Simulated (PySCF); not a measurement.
ClFHInO, SMILES [OH][In]([F])[Cl]. Coordinates come from a B3LYP-D3(BJ)/def2-SVP optimisation. The def2 effective core potentials stand for the cores of In; spin–orbit coupling is left out. The values are those of a single conformer.

Computed equilibrium geometry at B3LYP-D3(BJ)/def2-SVP (PySCF confirms it by a frequency run) as Cartesian coordinates in Å, and its point group (one conformer of several):
point group Cs.
```xyz
5

In     0.0022    -0.2449     0.0000
F      1.7806    -1.0691     0.0000
Cl    -0.1188     2.0815     0.0000
O     -1.5984    -1.4262     0.0000
H     -1.3270    -2.3573     0.0000
```
